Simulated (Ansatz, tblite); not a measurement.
Forces on Sn(OEt)H3 (C₂H₈OSn) at its B3LYP-D4/def2-SVP geometry. Charge 0, multiplicity 1.

In the def2 sets Sn takes a core potential; there is no spin–orbit coupling. The xTB rows come from tblite.

GFN1-xTB (tblite), largest force 0.83 eV/Å:

```xyz
12
positions Å, forces eV/Å
Sn   -2.243    0.368   -0.270   -0.547    0.096   -0.069
O    -0.454   -0.038    0.532   -0.317    0.176   -0.748
C     0.710   -0.071   -0.263    0.012    0.034   -0.232
C     1.906   -0.369    0.628    0.438   -0.125    0.416
H     0.640   -0.847   -1.056   -0.058    0.152    0.279
H     0.875    0.896   -0.787   -0.109   -0.211    0.225
H     2.837   -0.406    0.040   -0.368    0.028    0.151
H     2.009    0.409    1.401   -0.064   -0.235   -0.263
H     1.771   -1.337    1.136    0.010    0.309   -0.180
H    -3.302    0.271    1.071    0.640    0.002   -0.506
H    -2.574   -0.820   -1.473    0.268    0.481    0.574
H    -2.174    1.945   -0.959    0.096   -0.707    0.353
```

GFN2-xTB (tblite), largest force 0.50 eV/Å:

```
Sn -0.087 -0.015 0.158
O 0.028 0.069 -0.435
C 0.055 0.036 -0.272
C 0.338 -0.101 0.351
H -0.050 0.210 0.339
H -0.115 -0.280 0.263
H -0.465 0.037 0.183
H -0.090 -0.308 -0.333
H 0.006 0.403 -0.224
H 0.352 0.010 -0.322
H 0.055 0.253 0.200
H -0.026 -0.313 0.093
```

r2SCAN-D4/def2-TZVP (Ansatz), largest force 0.57 eV/Å:

```
Sn 0.357 -0.073 0.111
O -0.558 0.090 -0.033
C 0.258 0.035 -0.443
C 0.078 -0.038 0.174
H -0.022 0.159 0.207
H -0.071 -0.200 0.153
H -0.268 0.017 0.132
H -0.026 -0.199 -0.216
H 0.034 0.252 -0.147
H 0.138 0.006 -0.135
H 0.061 0.117 0.126
H 0.020 -0.166 0.072
```
